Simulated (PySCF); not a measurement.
C6H5O, SMILES c1(ccc[c]c1)O, multiplicity 2. Atoms are numbered in the order given.

```xyz
12

O      0.0264    -2.2846     0.0000
C     -0.0045    -0.9250     0.0000
C     -1.2753    -0.2952     0.0000
C     -1.2770     1.0843     0.0000
C     -0.1715     1.9195     0.0000
C      1.0808     1.2674     0.0000
C      1.1646    -0.1332     0.0000
H      0.9584    -2.5724     0.0000
H     -2.1859    -0.9140     0.0000
H     -0.2439     3.0174     0.0000
H      2.0070     1.8645     0.0000
H      2.1511    -0.6252     0.0000
```
Charge 0, spin multiplicity 2.

Coordinates come from a PBE-D3(BJ)/def2-SVP optimisation. The isomer is the one that the SMILES or the coordinates give; other isomers of the formula were not compared. The values are those of a single conformer.

Calculation: B3LYP/pcH-1 (PySCF).

Unrestricted Kohn–Sham, ⟨S²⟩ = 0.757. Hyperfine tensors hold the contact and dipolar terms, without spin-orbit corrections.

Computed hyperfine couplings:
```tsv
nucleus	A(iso) (MHz)	A(iso) (G)	dipolar principal values (MHz)
17O no. 1	-10.7	-3.8	-1.0, -0.5, 1.6
13C no. 2	66.2	23.6	-5.6, -1.6, 7.3
13C no. 3	17.7	6.3	-13.7, -1.4, 15.1
13C no. 4	397.1	141.7	-80.2, -63.1, 143.3
13C no. 5	12.6	4.5	-13.9, -2.1, 16.0
13C no. 6	59.1	21.1	-6.2, -1.5, 7.7
13C no. 7	-7.6	-2.7	-6.4, 2.4, 4.0
1H no. 8	6.5	2.3	-1.3, -1.0, 2.3
1H no. 9	59.9	21.4	-6.4, -5.4, 11.7
1H no. 10	48.8	17.4	-6.5, -5.4, 11.9
1H no. 11	20.8	7.4	-2.8, -2.3, 5.1
1H no. 12	3.4	1.2	-1.5, 0.4, 1.1
```
